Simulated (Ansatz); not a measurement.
Isolated molecules relaxed with PBE0-D4/def2-TZVP in Ansatz; ΔE leaves out vibrations. CCSD(T)/CBS is the MP2 limit (def2-TZVPP, def2-QZVPP) plus CCSD(T) − MP2 in def2-TZVPP, frozen cores. Functionals use def2-TZVPP. For Ga outer-core shells are correlated without core-valence functions, which leaves a few kJ/mol of doubt a bond. Scalar relativity is left out up to krypton. Each species was taken in one conformer, which may not be the lowest.

Consider the ligand exchange at the Si–C bond: `C=C=C([SiH3])CCl` + `[NH2][GaH][SiH3]` → `[SiH3][NH][GaH][SiH3]` + `C=C=CCCl`.

`C=C=C([SiH3])CCl`:

```xyz
13

C     1.913   -1.324   -0.824
C     0.924   -0.569   -0.449
C    -0.066    0.178   -0.048
Si   -0.945   -0.269    1.547
C    -0.484    1.379   -0.841
Cl   -2.205    1.269   -1.333
H     1.745   -2.193   -1.452
H     2.932   -1.108   -0.521
H    -1.175    0.975    2.329
H    -0.081   -1.199    2.313
H    -2.255   -0.914    1.281
H     0.102    1.486   -1.752
H    -0.406    2.290   -0.248
```

`[NH2][GaH][SiH3]`:

```xyz
9

N    -0.783    0.017   -1.813
Ga    0.006   -0.856   -0.429
Si    0.551    0.448    1.514
H    -1.056   -0.423   -2.676
H    -0.999    0.999   -1.809
H     0.250   -2.388   -0.653
H    -0.149   -0.075    2.722
H     0.165    1.877    1.349
H     2.014    0.401    1.796
```

`[SiH3][NH][GaH][SiH3]`:

Cartesian coordinates in Å:
```
Si 0.608 0.837 2.333
N 0.287 0.639 0.650
Ga -0.284 -0.868 -0.235
Si -0.606 -0.673 -2.611
H 2.022 1.229 2.595
H -0.254 1.884 2.952
H 0.337 -0.466 2.993
H 0.428 1.453 0.069
H -0.499 -2.126 0.671
H -0.288 0.700 -3.094
H 0.266 -1.633 -3.344
H -2.018 -0.975 -2.979
```

`C=C=CCCl`:

Cartesian coordinates in Å:
```
C -0.903 -0.281 -1.901
C -0.647 -0.015 -0.656
C -0.382 0.245 0.592
C 0.931 -0.064 1.221
Cl 1.760 1.433 1.763
H -0.711 0.450 -2.680
H -1.318 -1.238 -2.199
H -1.139 0.710 1.218
H 0.811 -0.674 2.117
H 1.599 -0.566 0.525
```

CCSD(T)/CBS gives -45.1 kJ/mol.

Question: Another level gave -36.7 kJ/mol. Which?
A. ωB97M-V/def2-TZVPP
B. CCSD/def2-TZVPP
C. HF/def2-TZVPP
D. PBE-D4/def2-TZVPP

Answer: D. PBE-D4 -36.7, ωB97M-V -43.7, CCSD/def2-TZVPP -49.0, HF/def2-TZVPP -59.8 kJ/mol.

Largest T1 diagnostic among the species: 0.015.

The D4 term adds +4.4 kJ/mol with B3LYP and +2.5 kJ/mol with PBE0; it sums over pairs of atoms, weighted by their polarisabilities, and B3LYP, whose exchange is more repulsive, gets the larger term. In def2-TZVPP, CCSD(T) changes the Hartree–Fock value by +13.6 kJ/mol (the triples alone add +2.7 kJ/mol) and MP2 by +16.6 kJ/mol.

B3LYP here is the variant with VWN-RPA as its local correlation; programs differ in this.
